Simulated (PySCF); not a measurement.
F3Hf, neutral, multiplicity 2. Atoms are numbered in the order given.

```xyz
4

Hf     0.0000     0.0000     0.0000
F      1.9126     0.0000     0.0000
F     -0.9563    -1.6564     0.0000
F     -0.9563     1.6564     0.0000
```
Charge 0, spin multiplicity 2.

Coordinates come from a B3LYP-D3(BJ)/def2-TZVP optimisation. The multiplicity is an assumed one; other spin states were not compared. The isomer is the one that the SMILES or the coordinates give; other isomers of the formula were not compared. The def2 effective core potentials stand for the cores of Hf; spin–orbit coupling is left out.

Level of theory: PySCF with B3LYP/def2-TZVPD.

The molecule is in vacuum.

Computed frontier levels, dipole moment and polarisability:
| Item | Result |
|---|---|
| α spin, highest occupied and lowest empty level | -5.93 and -1.69 eV |
| β spin, highest occupied and lowest empty level | -11.58 and -3.09 eV |
| dipole moment | 0.00 D |
| quadrupole, principal values (traceless, Buckingham form, about the centre of nuclear charge) | -3.99, -3.99, 7.98 D·Å |
| mean static polarisability | 47.6 bohr³ (7.05 Å³) |
| polarisability, principal values | 40.6, 40.6, 61.6 bohr³ |
| ⟨S²⟩ | 0.751 (pure state 0.75) |
